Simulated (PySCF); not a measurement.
BFO, charge -1, doublet, geometry from GFN2-xTB (a state made from the parent by changing its charge; the spin is typed, not shown lowest).

Here is a job for PySCF.
```python
from pyscf import gto, scf
from pyscf.geomopt import geometric_solver
from pyscf.hessian import thermo

mol = gto.M(
    atom='''
F    -1.24856462    0.23413480    0.12949213
B     0.20328311   -0.48862953   -0.31186701
O     1.27758326    0.04199181    0.04923824
''',
    basis='6-31g*',
    charge=-1,
    spin=1,
    verbose=3,
)

def method(m):
    mf = scf.UHF(m)
    return mf

conv, mol_eq = geometric_solver.kernel(method(mol), maxsteps=100, convergence_set='GAU_TIGHT')
print('optimisation converged:', conv)
print(mol_eq.tostring(format='xyz'))
mf = method(mol_eq)
mf.kernel()
hess = mf.Hessian().kernel()
freq = thermo.harmonic_analysis(mf.mol, hess)
thermo.dump_normal_mode(mf.mol, freq)
th = thermo.thermo(mf, freq['freq_au'], 298.15, 101325)
thermo.dump_thermo(mf.mol, th)
```

What does this run give for the <S^2>, zero-point energy, total energy at the end of the optimisation, harmonic frequencies (imaginary ones negative)?


<S^2>: 0.759
zero-point energy: 4.7 kcal/mol
total energy at the end of the optimisation: -199.0201 Eh
harmonic frequencies (imaginary ones negative): 578, 976, 1747 cm⁻¹

These values belong to the state on which the SCF converged, which isn't shown to be the lowest.
